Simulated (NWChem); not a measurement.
System: C2H8Si2; SMILES C(=C\[SiH3])/[SiH3]

Here is an NWChem input.

```
start job
memory heap 200 mb stack 900 mb global 1100 mb
geometry units angstroms noautoz
  Si    -0.025333    -2.321265     0.000000
  C      0.444091    -0.505335     0.000000
  C     -0.444091     0.505335     0.000000
  Si     0.025333     2.321265     0.000000
  H     -1.514358    -2.443391     0.000000
  H      0.529846    -3.009344    -1.206793
  H      0.529846    -3.009344     1.206793
  H      1.516400    -0.257594     0.000000
  H     -1.516400     0.257594     0.000000
  H     -0.529846     3.009344     1.206793
  H     -0.529846     3.009344    -1.206793
  H      1.514358     2.443391     0.000000
end
basis spherical
  Si library 6-311++g**
  C library 6-311++g**
  H library 6-311++g**
end
dft
  xc pbe0
  iterations 150
  mulliken
end
task dft energy
```

Structure relaxed at the PBE0/def2-SVP level.

Give the results of this calculation. (PBE0/6-311++G** (spherical d).) Quantities: basis functions; energy (Ha); highest occupied level (eV); orbital gap (eV).

The number of basis functions comes out as 160 and the energy (Ha) comes out as -659.65. The highest occupied level (eV) is -8.01. The orbital gap (eV) is 7.02.
